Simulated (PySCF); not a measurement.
Stepwise substitution at one centre (Si C2H5-I). Isolated molecules, 0 K electronic values unless said otherwise. One relaxed conformer stands for each flexible species; it need not be the lowest. Strings in code marks are SMILES.

Calculation: B3LYP-D3(BJ)/def2-TZVP // B3LYP-D3(BJ)/def2-SVP (PySCF). B3LYP has the VWN-RPA correlation part, as in Gaussian. Excitations are Tamm–Dancoff values on a coarser integration grid. The basis has no diffuse functions, so Rydberg states are missing or too high.

```json
[
 {"species": "0 of 4 C2H5 replaced by I (`CC[Si](CC)(CC)CC`)", "LUMO (eV)": "–", "T1 excitation (TDA) (eV)": "7.06"},
 {"species": "1 of 4 C2H5 replaced by I (`C(C)[Si](I)(CC)CC`)", "LUMO (eV)": "-0.10", "T1 excitation (TDA) (eV)": "5.36"},
 {"species": "2 of 4 C2H5 replaced by I (`CC[Si](I)(I)CC` (C–C–Si–I torsion -59°, I–Si–C–C torsion 59°))", "LUMO (eV)": "-1.21", "T1 excitation (TDA) (eV)": "4.52"},
 {"species": "3 of 4 C2H5 replaced by I (`CC[Si](I)(I)I` (C–C–Si–I torsion 180°))", "LUMO (eV)": "?", "T1 excitation (TDA) (eV)": "?"},
 {"species": "4 of 4 C2H5 replaced by I (`I[Si](I)(I)I`)", "LUMO (eV)": "-3.06", "T1 excitation (TDA) (eV)": "–"}
]
```

Q: Complete the blanks.

A: 
- 3 of 4 C2H5 replaced by I (`CC[Si](I)(I)I` (C–C–Si–I torsion 180°)), LUMO (eV): -2.20
- 3 of 4 C2H5 replaced by I (`CC[Si](I)(I)I` (C–C–Si–I torsion 180°)), T1 excitation (TDA) (eV): 3.82
